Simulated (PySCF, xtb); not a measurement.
C4H5FO, SMILES C1C([C@@H](F)C1)=O.

GFN2-xTB run with xtb at its own geometry gives an orbital gap of 3.65 eV and a dipole moment of 4.09 D.

Geometry optimised at ωB97X-D3(BJ)/def2-SVP. The structure was generated by enumeration; whether it is a known compound was not checked.

**Question.** What does CAM-B3LYP/def2-TZVP (PySCF) give? (An estimate is asked for; the answer gives what the named calculation found.)

**Answer.** gap 8.92 eV (levels -8.91 and 0.01 eV), dipole 3.77 D.
